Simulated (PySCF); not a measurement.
AlClFH3OSi. Atoms are numbered in the order given.

```xyz
8

Al    -0.0683     0.5264     0.5313
Cl     1.2674     1.9885    -0.1092
F     -0.9153     0.8001     1.9260
O     -0.2944    -0.8937    -0.3246
Si    -0.5771    -2.3176    -1.1211
H     -1.8762    -2.8998    -0.6796
H      0.5187    -3.2829    -0.8228
H     -0.6284    -2.0697    -2.5898
```
Charge 0, spin multiplicity 1.

Coordinates come from a B3LYP-D3(BJ)/def2-SVP optimisation. The structure was generated by enumeration; whether it is a known compound was not checked. One conformer was computed; it need not be the lowest.

Computed with B3LYP-D3(BJ)/def2-SVP run with PySCF.

Frequencies are harmonic and unscaled.

A small imaginary wavenumber (i) marks a very flat motion, where grid noise or a shallow saddle decides the sign.

```tsv
mode	ν (cm⁻¹)	IR (km/mol)	Raman (Å⁴/amu)	depolarisation	moving atoms (share of kinetic energy)
1	17i	0.0	0.0	–	H 95 %
2	36	0.2	0.1	0.68	O 26 %, Si 23 %, Cl 19 %, F 14 %, H 12 %
3	73	0.0	0.2	0.75	O 61 %, H 12 %, Si 9 %, F 8 %
4	180	17.1	1.8	0.71	F 32 %, Cl 27 %, O 18 %, Si 12 %, Al 9 %
5	241	31.1	1.6	0.73	O 38 %, F 35 %, Cl 16 %
6	268	77.3	0.5	0.75	Al 68 %, O 15 %, F 12 %
7	432	14.9	10.4	0.09	Cl 35 %, Si 26 %, F 21 %, Al 12 %
8	647	88.5	3.5	0.59	Al 63 %, Si 17 %, Cl 15 %
9	738	64.8	10.7	0.75	H 84 %, Si 9 %
10	742	66.4	9.2	0.75	H 84 %, Si 9 %
11	897	105.1	1.1	0.62	F 50 %, Al 44 %
12	959	93.6	24.6	0.75	H 96 %
13	960	87.3	25.7	0.75	H 96 %
14	1006	459.1	17.3	0.75	H 85 %, Si 13 %
15	1162	494.0	0.8	0.43	O 74 %, Al 15 %
16	2228	156.4	89.3	0.74	H 96 %
17	2228	155.2	86.6	0.71	H 96 %
18	2232	75.7	230.3	0.01	H 99 %
```
